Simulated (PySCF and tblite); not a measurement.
Results of a calculation; reference values are marked as such.
C₆H₁₀O, numbered as in [CH3:1][C@H:2]1[C@@H:3]([CH3:4])[C@@H:5]1[CH:6]=[O:7].

Search: ETKDG, MMFF94s, GFN2-xTB, 60 starts; geometries at GFN2-xTB. Energies: B3LYP-D3(BJ)/def2-SVP (IEF-PCM, water), with GFN2-xTB thermal terms (modes under about 100 cm⁻¹ blended into free rotors). Symmetry numbers and mirror images are counted. Conformers within 2.5 kcal/mol (GFN2-xTB free energy) were kept, 4 at most. Programs: PySCF with density fitting and tblite.

An NOE distance is ⟨r⁻⁶⟩^(−1/6) over all pairs of like atoms and, for the average, over conformers.

Torsions listed: C2–C5–C6–O7.

```tsv
conformer	shape	weight %
1	34°	61.3
2	-145°	38.7
```

Q: Which H–H contacts under 3.5 Å would NOEs report (pairs on one atom left out) at 298.15 K?

A: 
```
           pair  in 1 (Å)  in 2 (Å)  average (Å)
      H5 ··· H6      2.39      3.09         2.54
   H2/H3 ··· H6      3.67      2.51         2.86
   H1/H4 ··· H5      2.90      2.88         2.89
H1/H4 ··· H2/H3      2.92      2.91         2.91
   H2/H3 ··· H5      3.09      3.10         3.09
```

Longer pairs under the limit may be missing.
